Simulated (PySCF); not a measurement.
Excitations are Tamm–Dancoff values on a coarser integration grid. The basis has no diffuse functions, so Rydberg states are missing or too high.

Cartesian coordinates (Å):
SMILES: N[SiH]1C=CC=C1
```xyz
13

N      2.2486     0.0233    -0.2709
Si     0.7341     0.0854     0.5768
C     -0.3970    -1.3562     0.1887
C     -1.5265    -0.8208    -0.3303
C     -1.5616     0.6515    -0.5016
C     -0.4615     1.3445    -0.1255
H      2.8113     0.8696    -0.3133
H      2.8509    -0.7827    -0.1217
H      0.8475     0.2616     2.0692
H     -0.2877    -2.4268     0.3588
H     -2.3985    -1.4151    -0.6226
H     -2.4590     1.1211    -0.9178
H     -0.4038     2.4295    -0.2063
```
Charge 0, spin multiplicity 1.

Problem. Estimate the LUMO, HOMO–LUMO gap, total energy, S1 excitation (TDA) and T1 excitation (TDA) that PBE-D3(BJ)/def2-TZVP in PySCF 2.14.0 returns for this input.

Solution. 
```yaml
LUMO: -2.37 eV
HOMO–LUMO gap: 3.25 eV
total_energy: -13620.57 eV
S1 excitation (TDA): 3.60 eV
T1 excitation (TDA): 2.61 eV
```
